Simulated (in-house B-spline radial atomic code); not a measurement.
The numbers below are computed, except where a source is named.
**Building a PAW s channel for Se, r_c = 1.6 bohr**

Se, [Ar] 3d10 4s2 4p4, non-relativistic PBE, spherical and spin-unpolarised, from a B-spline radial code for spherical atoms (atomic units; all potentials screened as in the neutral atom).

Two all-electron partial waves φ1, φ2 are integrated outwards at E1 = ε(4s) = -0.614455 and E2 = E1 + 0.5 hartree; φ1 is the bound orbital and φ2 has unit norm inside r_c = 1.5953 bohr. Smooth partners are polynomials, r^1(a0 + a1 r² + a2 r⁴ + a3 r⁶), matched to φ and three derivatives at r_c, with no condition on the norm. The local potential is -10.7175 + (10.7307) r² + (-4.55317) r⁴ + (0.70729) r⁶ inside 1.3061 bohr and the all-electron one outside.

```tsv
wave	φ(r_c)	φ'(r_c)	a0	a1	a2	a3
1	0.8271557	-0.07774711	0.5344805	0.2018626	-0.120014	0.01502106
2	1.124939	-0.8720191	1.07839	0.1860634	-0.1973382	0.02617161
```

Inside r_c the overlaps are <φi φj> = [[0.40378, 0.63384], [0.63384, 1.00000]] and, for the smooth waves, [[0.47609, 0.77344], [0.77344, 1.26774]]. With χj = (Ej − T − V_local) applied to smooth wave j, the program's quadrature gives the matrix B_ij = <smooth i, χj> as [[0.93793, 1.74884], [1.67903, 3.13607]].

Problem. Check the match of the first wave, and find the augmentation charges q_ij.

Solution. At r_c the four terms are 0.85266, 0.81956, -1.24006, 0.39500, which sum to 0.8272, φ1(r_c) to rounding. q_ij is the all-electron overlap less the smooth one: [[-0.07231, -0.13961], [-0.13961, -0.26774]]. The smooth first wave has a norm of 0.4761 inside r_c against 0.4038, so q11 is negative and must stay small enough for the overlap operator to be positive.

Problem. B isn't symmetric. Show that D_ij = B_ij + Ej q_ij is.

Solution. Integrating by parts gives B12 − B21 = (E1 − E2) q12: 1.74884 − (1.67903) = 0.06981, and −0.5 × (-0.13961) = 0.06980. So D12 = 1.74884 + (-0.114455)(-0.13961) = 1.76482 and D21 = 1.67903 + (-0.614455)(-0.13961) = 1.76481; D11 = 0.98236, D22 = 3.16671. The projectors, p = (B⁻¹)ᵀ χ, are dual to the smooth waves; det B = 0.0051, small beside B11 B22, as the two smooth waves look alike inside r_c.

Solving (T + V_local + Σ p D p) ψ = E (1 + Σ p q p) ψ in a sphere of 9 bohr gives these levels:

```
all-electron  one projector  two projectors
   -0.614454      -0.614454      -16.442500
    0.015943      -0.084312       -0.614454
    0.300256       0.027491        0.015943
    0.748411       0.312051        0.300255
    1.350170       0.764746        0.748397
```

Problem. What does the second projector gain?

Solution. With one projector the errors are 0.00 millihartree, and the level at -0.0843 is out of step with the all-electron series: an extra state, or one far too low, so the pairing ends there; skipping it, the next levels are off by +11.5, +11.8, +16.3 millihartree. With two a ghost lies below the reference level, so the set fails. The lowest eigenvalue of the overlap operator is 0.6395 with one and 0.04364 with two projectors. The smooth orbital alone needs a cutoff of 8.16 hartree for 1 millihartree of kinetic energy, against 20.5 for a norm-conserving Troullier-Martins orbital of the same radius, which is no gain while the set fails.
